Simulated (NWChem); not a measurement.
Molecule: C3H5Br; SMILES C=C(C)Br

Results from NWChem. Pople sets run with spherical d functions. Structure relaxed at the PBE0/def2-SVP level.

### Question
Estimate the computed values for PBE/6-31G*. Quantities: highest occupied level (eV); orbital gap (eV); dipole (D).

### Answer
```
Item                         Result
---------------------------  ------
highest occupied level (eV)   -5.86
orbital gap (eV)               5.13
dipole (D)                     1.70
```
